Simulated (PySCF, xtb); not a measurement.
BFI2, SMILES B(I)(I)F.

Harmonic wavenumbers (cm⁻¹) from GFN2-xTB run with xtb at its own minimum, in rising order: 119, 266, 361, 362, 793, 1246.

What does PBE0-D3(BJ)/def2-SVP (PySCF) give at its own minimum? (The exact figures need the calculation; the answer reports its results.)

120, 271, 348, 418, 787, 1328. Paired by order, the mean absolute difference is 27 cm⁻¹ and the zero-point energies are 4.5 and 4.7 kcal/mol.
